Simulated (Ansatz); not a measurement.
A nudged elastic band was laid between two geometries of C$_{2}$H$_{3}$Sn (6 atoms, charge 0, multiplicity 2).

Computed with UKS PBE/def2-SVP (Ansatz 0.2.0).

* movable images: 5
* climbing image: yes
* spring: 5.0 eV/Å²
* optimiser: quadratic models (default)
* start path: through a guess of the saddle point
* force threshold: 0.05 eV/Å
* iteration limit: 60
* end points: relaxed

Image 0:

```xyz
6
Properties=species:S:1:pos:R:3
C -0.397 -1.855 -0.174
C -0.052 -0.680 -0.028
Sn 0.745 1.241 0.311
H -0.727 -2.877 -0.313
H 0.818 2.043 -1.234
H -0.345 2.063 1.393
```

Image 6:

```xyz
6
Properties=species:S:1:pos:R:3
C -0.395 -1.856 -0.173
C -0.218 -0.638 -0.102
Sn -0.134 1.468 -0.081
H -0.524 -2.930 -0.223
H 1.238 1.936 -1.047
H 0.075 1.955 1.579
```

(1) What changes between the two ends?

(2) Give the energies along the band, and the barrier.

(3) What is the geometry of the highest image?

(4) What are the harmonic wavenumbers there?

Results:

(1) No bond is made or broken. The height of Sn3 over the plane of its neighbours goes from 0.65 to -0.65 Å. The two ends are copies of one structure, up to a mirror image or an exchange of like atoms.

(2) The run converged. The highest image is number 3 of 0 to 6, 0.39 eV above the ends, which have the same energy within 2 meV. A vibrational analysis at the climbing image gives one clearly imaginary mode, 622i cm⁻¹: a first-order saddle point.

```csv
image,path coordinate (Å),energy (eV),height of Sn3 over the plane of its neighbours (Å)
0,0.00,0.00,0.65
1,0.24,0.03,0.54
2,0.48,0.23,0.28
3,0.72,0.39,0.00
4,0.96,0.23,-0.28
5,1.21,0.03,-0.54
6,1.45,0.00,-0.65
```

(3) 
```xyz
6
Properties=species:S:1:pos:R:3
C -0.400 -1.895 -0.175
C -0.139 -0.695 -0.070
Sn 0.296 1.311 0.110
H -0.638 -2.948 -0.270
H 1.069 2.075 -1.196
H -0.146 2.088 1.555
```

(4) 622i, 197, 243, 453, 460, 613, 633, 700, 1929, 1955, 2022, 3382 cm⁻¹.

Time of the run: 88 s on 1 thread of Arm Neoverse V1, with other jobs on the host, peak memory 0.14 GiB.
